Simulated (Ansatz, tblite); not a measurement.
Cost and result up the ladder for (Br2In-mu-SH)3 (In3H3S3Br6) (15 atoms). Total charge 0; singlet. Geometry: PBE-D4/def2-SVP.

```xyz
15

In   -1.0607    1.7787    0.9932
Br   -2.4918    3.7089    1.6557
Br    0.9935    1.1627    2.3011
S    -2.4677   -0.3650    0.6777
In   -0.6389   -2.2257    0.6963
Br   -1.1800   -3.7361   -1.2265
Br   -0.6658   -2.9526    3.0904
S     1.7466   -1.4008    0.1199
In    1.7115    0.4970   -1.6370
Br    1.6266   -0.7451   -3.8093
Br    3.4785    2.1832   -1.0951
S    -0.4756    1.9161   -1.5204
H    -2.6743   -0.5448    2.0161
H     1.8407   -2.3373   -0.8783
H     0.2573    3.0609   -1.3838
```

Ansatz on 2 threads of AMD EPYC 7R13 on a shared host and a share (18 GiB) of an NVIDIA H100 80GB HBM3; xTB runs through tblite on one thread. Times are rough, summed over both states, and most runs start from the orbitals of an earlier one. CAM-B3LYP-D4/def2-TZVP serves as the yardstick here, not as an exact answer. The other state is a doublet.

In the def2 sets In takes a core potential; there is no spin–orbit coupling. The xTB rows come from tblite. Single mean-field runs in def2-TZVP are fitted with def2-universal-jkfit. HOMO above LUMO, or a gap near zero within one spin, warns that the state may not be the lowest or that an electron is smeared out.

Raw xTB energies of ions are shifted by several eV.

```tsv
level	functions	wall time	vertical IE (eV)	difference from CAM-B3LYP-D4/def2-TZVP (eV)	remarks
GFN1-xTB	114	0.17 s	13.05	2.71	–
GFN2-xTB	111	0.26 s	13.93	3.60	–
PBE-D4/def2-TZVP (with forces)	567	24 s	8.95	-1.39	gap within one spin near zero (+1 doublet)
CAM-B3LYP-D4/def2-TZVP	567	38 s	10.34	0.00	–
PBE0-D4/def2-TZVP (with forces)	567	44 s	9.75	-0.58	–
```
